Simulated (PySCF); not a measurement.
# How methods differ on the ionisation energy of Eu(50+)

Eu(50+) [Ne] 3s2 3p1 (2P) → Eu(51+) [Ne] 3s2 (1S), as a difference of total energies. All numbers are calculated (PySCF 2.14, the spin-free X2C one-electron Hamiltonian (Gaussian nucleus), in an even-tempered Gaussian basis (17 s from 11 bohr⁻², ratio 2.5; 12 p from 14 bohr⁻², ratio 2.5; 4 d from 56 bohr⁻², ratio 2.7; 4 f from 84 bohr⁻², ratio 2.7)). Correlated levels: outer shells: 1s2 frozen; virtual orbitals above 40 to 60 times the deepest correlated orbital energy dropped. The calculations carry no spin-orbit coupling.

```tsv
method	ionisation energy (eV)
UHF	4398.2
MP2 (outer shells)	4398.8
SCS-MP2 (outer shells)	4398.7
CCSD (outer shells)	4398.8
CCSD(T) (outer shells)	4398.8
```

A first-order spin-orbit estimate (lowest level to lowest level, LS coupling) adds 106.9 eV.

Breit and QED terms and the two-electron picture change are absent.

First order in ζ underestimates the shift of j = l − 1/2 levels at high Z.

For comparison: 4513 ± 4 eV (theoretical estimate listed by NIST; NIST Atomic Spectra Database, ionization energies).
